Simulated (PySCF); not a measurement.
Species: C5H5FN2.
Atom-mapped SMILES: `[CH2:1]=[CH:2][c:3]1[cH:4][n:5][c:6]([F:7])[nH:8]1`

Structure used (GFN2-xTB), in Å, numbered top down from 1:
```
atom  x, y, z in Å
C1     2.1737   -0.6492    0.3038
C2     1.4008    0.3004   -0.2155
C3    -0.0364    0.3256   -0.1864
C4    -0.9183    1.2533   -0.6914
N5    -2.2048    0.8875   -0.4428
C6    -2.1064   -0.2339    0.1968
F7    -3.1109   -0.9667    0.6468
N8    -0.8341   -0.6429    0.3927
H9     1.7773   -1.5137    0.8107
H10    3.2457   -0.5933    0.2394
H11    1.8435    1.1508   -0.7152
H12   -0.7077    2.1611   -1.2182
H13   -0.5267   -1.4785    0.8615
```

NICS = −σ at a ghost point: NICS(0) at the centroid of the ring atoms, NICS(1) 1 Å to either side along the normal of their mean plane, zz for the tensor component along that normal. Level: GIAO PBE0/pcSseg-1 (PySCF, non-relativistic, gas phase) on the GFN2-xTB geometry, one conformer.

Ring bond lengths (Å), with Mayer bond orders in brackets: C3–C4 1.376 (1.50), C4–N5 1.360 (1.30), N5–C6 1.295 (1.63), C6–N8 1.351 (1.20), N8–C3 1.382 (1.03).

**Question.** What do the NICS probes read (ppm)?

**Answer.** 
```tsv
ring	type	NICS(0)	NICS(1), two faces	NICS(1)zz, two faces	rms pucker (Å)	centre to ring atoms, mean (Å)
C3–C4–N5–C6–N8	5-membered ring with 2 N; formal bonds all aromatic	-11.9	-9.2 / -9.2	-23.4 / -23.4	0.00	1.15
```

**Question.** What do they say, and how far can they be read as aromaticity?

**Answer.** 
- C3–C4–N5–C6–N8: mean NICS(1)zz -23.4 ppm, shielded. The ring is flat and has no four-coordinate atom; by the NICS criterion it is aromatic.

**Question.** How equal are the bonds by HOMA? Use HOMA with the parameters of Krygowski (1993).

**Answer.** 
- C3–C4–N5–C6–N8: HOMA 0.90; the largest term is that of N8–C3, α(R − Ropt)² = 0.22. The geometric and the magnetic index point the same way.

**Question.** Give the inner angles of the rings and the Hirshfeld charges of the ring atoms.

**Answer.** 
- C3–C4–N5–C6–N8: C3 104.9° (+0.011 e), C4 111.0° (-0.029 e), N5 104.6° (-0.223 e), C6 113.9° (+0.180 e), N8 105.7° (-0.072 e); sum 540.0° against 540° for a flat convex ring.

Hardware: one thread, Arm Neoverse N1 (aarch64), no GPU, shared host with 64 logical CPUs at a one-minute load of 55. Cost: 31 s, 0.72 GiB resident at most. This is the whole shielding run at PBE0/pcSseg-1, SCF included.
